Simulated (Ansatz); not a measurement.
System (SMILES): [C]F (C-F), doublet.
Atoms: C1, F2. Bonds: C1-F2.

How fast the highest harmonic wavenumber converges with the basis for several methods (Ansatz, a first-principles code): deviation from each method's own reference, in cm⁻¹. References: CCSD(T) 1308 cm⁻¹, the value in def2-QZVPP; HF 1414 cm⁻¹, the value in aug-pcseg-3; MP2 1322 cm⁻¹, the value in aug-cc-pVQZ; PBE 1252 cm⁻¹, the value in aug-pcseg-3; PBE0 1335 cm⁻¹, the value in aug-pcseg-3. All functions are spherical. In correlated methods cores are frozen. Open shells are unrestricted. No added dispersion term, no relativity. Each level at its own minimum, unscaled; the references are large sets that could be run, not limits.

```json
[
 {"basis": "cc-pVDZ", "functions": "28", "CCSD(T)": "-18", "HF": "-31", "MP2": "3", "PBE": "-3", "PBE0": "-10"},
 {"basis": "def2-SVP", "functions": "28", "CCSD(T)": "51", "HF": "39", "MP2": "69", "PBE": "56", "PBE0": "52"},
 {"basis": "aug-cc-pVDZ", "functions": "46", "CCSD(T)": "-106", "HF": "-76", "MP2": "-93", "PBE": "-46", "PBE0": "-53"},
 {"basis": "cc-pVTZ", "functions": "60", "CCSD(T)": "12", "HF": "4", "MP2": "21", "PBE": "11", "PBE0": "9"},
 {"basis": "pcseg-2", "functions": "60", "CCSD(T)": "0", "HF": "-2", "MP2": "6", "PBE": "0", "PBE0": "0"},
 {"basis": "def2-TZVPP", "functions": "62", "CCSD(T)": "4", "HF": "0", "MP2": "11", "PBE": "5", "PBE0": "3"},
 {"basis": "def2-TZVPPD", "functions": "77", "CCSD(T)": "-8", "HF": "-4", "MP2": "-1", "PBE": "-1", "PBE0": "-2"},
 {"basis": "jun-cc-pV(T+d)Z", "functions": "78", "CCSD(T)": "-7", "HF": "-3", "MP2": "0", "PBE": "-2", "PBE0": "-1"},
 {"basis": "cc-pCVTZ", "functions": "86", "CCSD(T)": "13", "HF": "4", "MP2": "21", "PBE": "11", "PBE0": "9"},
 {"basis": "aug-cc-pVTZ", "functions": "92", "CCSD(T)": "-12", "HF": "-4", "MP2": "-5", "PBE": "-2", "PBE0": "-2"},
 {"basis": "cc-pVQZ", "functions": "110", "CCSD(T)": "3", "HF": "-3", "MP2": "9", "PBE": "2", "PBE0": "0"},
 {"basis": "def2-QZVPP", "functions": "114", "CCSD(T)": "0", "HF": "-4", "MP2": "5", "PBE": "-2", "PBE0": "-2"}
]
```

Mean absolute deviation over cc-pVTZ, pcseg-2, def2-TZVPP, def2-TZVPPD, jun-cc-pV(T+d)Z, cc-pCVTZ, aug-cc-pVTZ: HF 3, PBE0 4, PBE 5, CCSD(T) 8, MP2 9 cm⁻¹.
